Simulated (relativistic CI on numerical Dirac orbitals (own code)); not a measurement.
**Slater and spin-orbit integrals, Rh10+**

Calculated at this level of theory: Dirac-Coulomb-Breit CI, separate exchange-only KLI orbitals for each configuration, model QED, unscaled Slater integrals (own radial code, finite nucleus).

Slater integrals F^k, G^k are unscaled and averaged over j, outside the closed core [Ar] 3d10; ζ comes from projecting the Hamiltonian with its Breit term on Σ l·s of the shell.

- 4s²4p⁵: ζ(4p) = 25999 cm⁻¹; <r>(4p) = 0.9677, <r^2>(4p) = 1.057 (bohr units).
- 4s²4p⁴4d: F^2(4p,4p) = 108250, ζ(4p) = 26216, F^2(4p,4d) = 100040, G^1(4p,4d) = 126860, G^3(4p,4d) = 79687, ζ(4d) = 2457.7 cm⁻¹; <r>(4p) = 0.9661, <r^2>(4p) = 1.054, <r>(4d) = 1.075, <r^2>(4d) = 1.317 (bohr units).
- 4s4p⁵4d: G^1(4s,4p) = 143470, ζ(4p) = 26146, G^2(4s,4d) = 97441, F^2(4p,4d) = 100050, G^1(4p,4d) = 126880, G^3(4p,4d) = 79691, ζ(4d) = 2481.9 cm⁻¹; <r>(4s) = 0.9119, <r^2>(4s) = 0.934, <r>(4p) = 0.9659, <r^2>(4p) = 1.053, <r>(4d) = 1.074, <r^2>(4d) = 1.317 (bohr units).

Averages of the first 10 configurations, taken without configuration mixing, which lowers the lowest level and can move excited configurations by several eV; other configurations of the list can lie among them:

```
Configuration  Parity  States  Average energy above the lowest level (eV)
       4s²4p⁵     odd       6                                         2.8
        4s4p⁶    even       2                                        44.9
     4s²4p⁴4d    even     150                                        58.2
      4s4p⁵4d     odd     120                                        98.3
     4s²4p⁴4f     odd     210                                       115.4
      4s4p⁵4f    even     168                                       155.7
        4p⁶4d    even      10                                       143.2
     4s²4p⁴5s    even      30                                       104.0
     4s4p⁴4d²    even    1350                                       153.1
     4s²4p⁴5p     odd      90                                       117.7
```
